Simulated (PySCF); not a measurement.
**Orbital picture of TaO**

PBE0 at R = 1.684 Å; basis Ta cc-pVDZ-PP with ECP60, O cc-pVDZ; scalar-relativistic core potentials; PySCF 2.14. State: quartet, unpaired electrons σ ↑, π ↑, δ ↑, a mixture of terms (⟨Lz²⟩ = 5.0), a second solution, started from another occupation. Only the outer orbitals are listed, counted within each symmetry, core potentials removing the inner ones.

| spin | orbital | occ. | ε (eV) | on Ta (%) | main shells (%) |
| --- | --- | --- | --- | --- | --- |
| α | 4σ | 1 | -24.98 | 17 | 82 O s |
| α | 2π | 1 | -10.33 | 32 | 68 O p, 30 Ta d |
| α | 5σ | 1 | -10.16 | 29 | 65 O p, 24 Ta d |
| α | 2π | 1 | -10.08 | 32 | 68 O p, 28 Ta d |
| α | 6σ | 1 | -6.88 | 99 | 80 Ta s, 14 Ta d |
| α | 1δ | 1 | -6.47 | 100 | 100 Ta d |
| α | 3π | 1 | -4.23 | 88 | 45 Ta d, 42 Ta p, 12 O p |
| α | 1δ | 0 | -3.22 | 100 | 99 Ta d |
| α | 3π | 0 | -2.24 | 93 | 55 Ta p, 38 Ta d |
| α | 7σ | 0 | -1.26 | 90 | 52 Ta p, 34 Ta d, 10 O p |
| β | 1π | 1 | -40.81 | 100 | 100 Ta p |
| β | 4σ | 1 | -25.00 | 17 | 82 O s |
| β | 2π | 1 | -10.11 | 24 | 75 O p, 21 Ta d |
| β | 5σ | 1 | -10.09 | 26 | 69 O p, 20 Ta d |
| β | 2π | 1 | -9.81 | 24 | 76 O p, 20 Ta d |
| β | 6σ | 0 | -3.14 | 100 | 84 Ta s, 14 Ta d |
| β | 1δ | 0 | -1.84 | 100 | 97 Ta d |
| β | 1δ | 0 | -1.34 | 100 | 100 Ta d |

Question: Which are the highest filled and the lowest empty level, where do they sit, and how wide is the gap?

Answer: Highest filled α 3π at -4.23 eV (in %: 45 Ta d, 42 Ta p, 12 O p); lowest empty α 1δ at -3.22 eV (in %: 99 Ta d); the gap at PBE0 is 1.01 eV.

```json
{"bond order (Mayer)": "2.55", "⟨S²⟩": "3.762", "charge on Ta (Mulliken, basis-dependent)": "0.24", "charge on Ta (Löwdin, basis-dependent)": "0.26", "dipole moment (positive dipole means Ta(−)O(+))": "-2.77 D"}
```

Spin–orbit coupling is left out.
